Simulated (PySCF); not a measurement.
```xyz
3
charge 0 multiplicity 1, angstrom
Sb    0.0000    0.0000   -0.0652
O     0.0000    0.0000   -1.8838
F     0.0000    0.0000    2.0016
```

Method: PBE0 in PySCF with Sb def2-TZVP with ECP28, O def2-TZVP, F def2-TZVP; scalar-relativistic core potentials, no spin–orbit coupling; density-fitted integrals.

This geometry of SbOF is a stationary point at this level.

(1) What is the point group?

(2) Is it a minimum?

(3) Which band is strongest in the infrared?

(4) Give the atomic charges and bond orders.

## Answers

(1) C∞v.

(2) No: it has 2 imaginary modes (one degenerate set), at 262i cm⁻¹ (π).

(3) 457 cm⁻¹ (σ+), 134 km/mol.

(4) 
```
atom  Mulliken  Löwdin  polar tensor  Mayer order to Sb1
 Sb1      1.01    0.84          1.13                   –
  O2     -0.52   -0.42         -0.49                2.07
  F3     -0.50   -0.42         -0.63                0.75
```

This need not be the most stable arrangement of these atoms. At this level a singlet minimum of Cs symmetry lies 183 kJ/mol below this structure.
